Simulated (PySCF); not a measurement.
Computed IR spectrum (relative IR intensity) of a molecule C3H8O2Si. Geometry: PBE-D3(BJ)/def2-SVP. The values are those of a single conformer. Computed with PBE-D3(BJ)/def2-SVP (PySCF 2.14.0). Frequencies are harmonic and unscaled.

Lines under 2 % of the strongest are left out, and lines within 2 cm⁻¹ are merged.

ν (cm⁻¹): 82 (vw), 129 (vw), 205 (w), 270 (vw), 341 (vs), 491 (w), 572 (w), 580 (vw), 727 (w), 746 (w), 751 (m), 814 (w), 850 (s), 908 (m), 1005 (s), 1021 (s), 1114 (m), 1141 (vw), 1330 (m), 1401 (vw), 2112 (vs), 2903 (m), 2914 (m), 2926 (m), 3008 (w), 3015 (w), 3019 (w), 3695 (m) (against the strongest line: vs over 80 %, s over 45 %, m over 15 %, w over 4 %, vw less)

Task: Which molecule gave these data?
A. C=C[Si@@H](O)OC
B. O=CCOC[SiH3]
C. OC[SiH]1COC1
D. CC(=O)C[SiH2]O

Result: C, OC[SiH]1COC1
